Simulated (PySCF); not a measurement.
Members of one series of related molecules.

All values: B3LYP/def2-SVPD (PySCF) at GFN2-xTB geometries, gas phase, one conformer each. Core orbitals are frozen in the response; Δα² is half the sum of the squared differences of the principal polarisabilities.

Problem. Rank by dipole moment, highest first.
A. `[SiH3]c1nncs1`
B. `[CH3:1][S:2][c:3]1[n:4][n:5][cH:6][s:7]1` with C1–S2–C3–N4 0°
C. `[CH3:1][O:2][c:3]1[n:4][n:5][cH:6][s:7]1` with C1–O2–C3–N4 0°
D. `[O:1]=[CH:2][c:3]1[n:4][n:5][cH:6][s:7]1` with O1–C2–C3–N4 180°

Solution. A (2.90 D), D (2.28 D), C (2.03 D), B (1.61 D).

Problem. Rank by HOMO–LUMO gap, highest first.
A. `c1nnc(C=O)s1`
B. `CSc1nncs1`
C. `s1c(nnc1)[SiH3]`
D. `COc1nncs1`

Solution. D (6.16 eV), C (5.60 eV), B (5.20 eV), A (4.65 eV).

Problem. Rank by polarisability anisotropy Δα, highest first.
A. `[CH3:1][S:2][c:3]1[n:4][n:5][cH:6][s:7]1` with C1–S2–C3–N4 0°
B. `[O:1]=[CH:2][c:3]1[n:4][n:5][cH:6][s:7]1` with O1–C2–C3–N4 180°
C. `[SiH3]c1nncs1`

Solution. A (8.17 Å³), B (6.52 Å³), C (5.73 Å³).

All values together:

```
       SMILES    formula  μ (D)  HOMO (eV)  LUMO (eV)  α (Å³)  Δα (Å³)  electrons  α per electron (Å³)
    COc1nncs1   C3H4N2OS   2.03      -7.25      -1.10   10.50     5.69         60                0.175
[SiH3]c1nncs1  C2H4N2SSi   2.90      -7.36      -1.76   11.89     5.73         60                0.198
    CSc1nncs1   C3H4N2S2   1.61      -6.64      -1.44   13.16     8.17         68                0.193
   O=Cc1nncs1   C3H2N2OS   2.28      -7.82      -3.17   10.23     6.52         58                0.176
```

Conformers: `[CH3:1][O:2][c:3]1[n:4][n:5][cH:6][s:7]1` with C1–O2–C3–N4 0°; `[CH3:1][S:2][c:3]1[n:4][n:5][cH:6][s:7]1` with C1–S2–C3–N4 0°; `[O:1]=[CH:2][c:3]1[n:4][n:5][cH:6][s:7]1` with O1–C2–C3–N4 180°.
